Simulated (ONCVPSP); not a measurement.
**LDA (Perdew-Wang 92) ONCV dataset for potassium (K), scalar-relativistic all-electron reference.**

ONCVPSP 4.0.1 input, shortened (lines: element, Z, core and valence counts, functional; n l f; lmax; l rc ep ncon nbas qcut; lloc lpopt rc5 dvloc0; l nproj debl; icmod fcfact rcfact), LDA (Perdew-Wang 92), scalar-relativistic:

```
  K 19.00    3    3  -001012      upf
    1    0    2.00
    2    0    2.00
    2    1    6.00
    3    0    2.00
    3    1    6.00
    4    0    1.00
    3
    0    2.35    0.00    5    9    4.90
    1    1.85    0.00    3    6    7.50
    2    2.10    0.22    4    9    4.60
    3    2.35    0.32    4    7    4.10
    4    5    1.35    2.00
    0    2    3.90
    1    1    0.90
    2    2    1.70
    3    2    1.70
    3    3.00    1.80
```

All-electron outer shells of the reference configuration (LDA (PZ), scalar-relativistic, ld1.x):

| shell | level (eV) | outermost node (bohr) | outermost maximum (bohr) |
| --- | --- | --- | --- |
| 2p | -280.03 | – | 0.26 |
| 3s | -35.18 | 0.48 | 1.07 |
| 3p | -18.83 | 0.45 | 1.15 |
| 4s | -2.43 | 1.59 | 4.03 |

(1) Estimate the cutoffs (Ha) at which the residual kinetic energy of the hardest occupied pseudo-wave falls to 1 and 0.1 mHa per electron.

(2) Does the potential have ghost states?

(3) Which valence shell sets the plane-wave cutoff?

(4) Tests: 3s2 3p6 4s0; 3s2 3p6 4s0.5; 3s2 3p6 4s0 4p1; 3s1 3p6 4s1. Which has the largest error in its energy relative to the reference configuration, and how large is it?

Results:

(1) 12 Ha and 16 Ha. The cutoffs count occupied waves only; projector 2 of the d channel, the hardest unoccupied one, needs 73 Ha at the loose tolerance.

(2) No bound ghost flagged; no localised positive-energy state flagged.

(3) 3p: 12 Ha for 1 mHa per electron, against 5 Ha for 3s.

(4) 3s1 3p6 4s1, with -172 meV (all-electron minus pseudo) on +41.84 eV.
